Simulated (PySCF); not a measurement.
Computed with PySCF with PBE-D3(BJ)/def2-TZVP // PBE-D3(BJ)/def2-SVP. All species are isolated molecules in the gas phase. 

Reference species: [Zn(NH3)4]2+ (charge +2, multiplicity 1).

mean distance from the central atom to its bonded neighbours: 2.076 Å
HOMO: -16.80 eV
charge on the central atom (Mulliken): 0.52 e
LUMO: -9.51 eV

Changed species: [Os(NH3)4]2+ (M = Os, multiplicity 1; the reference has M = Zn, multiplicity 1).

Task: Give the shifts of the mean distance from the central atom to its bonded neighbours, HOMO, charge on the central atom (Mulliken) and LUMO.

Result: the mean distance from the central atom to its bonded neighbours increases by 0.049 Å, to 2.125 Å; the HOMO increases by 4.07 eV, to -12.73 eV; the charge on the central atom (Mulliken) decreases by 0.02 e, to 0.50 e; the LUMO decreases by 1.97 eV, to -11.48 eV.
